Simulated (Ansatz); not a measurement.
Trimethylaluminium (TMA), C3H9Al. The species carries charge 0 and has multiplicity 1.

```xyz
13

C     0.120    1.614   -1.101
Al   -0.049   -0.007   -0.014
C     0.473   -1.741   -0.761
C    -0.642    0.120    1.848
H    -0.024    1.422   -2.168
H     1.129    2.032   -0.994
H    -0.576    2.401   -0.798
H     0.304   -1.802   -1.840
H    -0.045   -2.579   -0.287
H     1.546   -1.907   -0.605
H    -1.315    0.965    2.021
H     0.223    0.270    2.506
H    -1.141   -0.790    2.194
```

What are the harmonic wavenumbers in cm⁻¹ at PBE0-D4/def2-TZVP (Ansatz, finite differences of forces, unscaled)? (Estimate.)

The calculation gave: 49i, 28i, 28i, 172, 172, 179, 525, 539, 540, 579, 648, 650, 710, 756, 756, 1215, 1215, 1219, 1432, 1438, 1438, 1444, 1444, 1454, 3028, 3028, 3030, 3099, 3099, 3100, 3124, 3125, 3125.

Is this a minimum?

No: 1 imaginary mode, so it is a saddle point.
